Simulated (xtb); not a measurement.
C$_{4}$NiO$_{4}$, singlet, geometry from GFN2-xTB (such geometries of metal compounds can be far from the true shape).

The xtb input:
```
$ xtb mol.xyz --gfn 2 --etemp 1000 --json

# file mol.xyz
9

Ni    -0.00003582    -0.00773716     0.01960940
O      1.93923716     1.49032821    -1.61885180
C      1.19284818     0.91499975    -0.99111156
O      1.44317332    -1.42618256     2.16326098
C      0.88547197    -0.88079153     1.34248493
O     -1.42199832    -1.96263108    -1.66803699
C     -0.87547925    -1.21207300    -1.01987292
O     -1.94751852     1.86910439     1.19287458
C     -1.19927282     1.14744715     0.74402434
```

### Question
What does this run give for the partial charges in atom order, dipole moment, total energy (a free energy at this electronic temperature), HOMO-LUMO gap?

### Answer

```
Item                                                                                                                                        Result
-----------------------------------------------------------  -------------------------------------------------------------------------------------
partial charges in atom order                                Ni1 -1.04, O2 -0.08, C3 0.34, O4 -0.08, C5 0.34, O6 -0.08, C7 0.34, O8 -0.08, C9 0.34
dipole moment                                                                                                                               0.00 D
total energy (a free energy at this electronic temperature)                                                                            -29.5518 Eh
HOMO-LUMO gap                                                                                                                              3.58 eV
```
